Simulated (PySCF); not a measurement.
These are PySCF 2.14.0 with r2SCAN-D4/def2-TZVP values and carry that method's errors. All species are isolated molecules in the gas phase. One relaxed conformer stands for a flexible species; it need not be the lowest. Delta-SCF ions had no search for a lower state. Excitations are Tamm–Dancoff values on a coarser integration grid. The basis has no diffuse functions, so Rydberg states are missing or too high.

Reference species (SMILES): `NC=[SiH2]` (neutral, multiplicity 1).

```yaml
vertical ionisation energy (Delta-SCF): 7.30 eV
S1–T1 gap (TDA): 3.23 eV
```

Changed species: `C=[SiH]N`.

Task: Give the shifts of the vertical ionisation energy (Delta-SCF) and S1–T1 gap (TDA).

Result: the vertical ionisation energy (Delta-SCF) increases by 0.38 eV, to 7.68 eV; the S1–T1 gap (TDA) drops by 1.21 eV, to 2.02 eV.
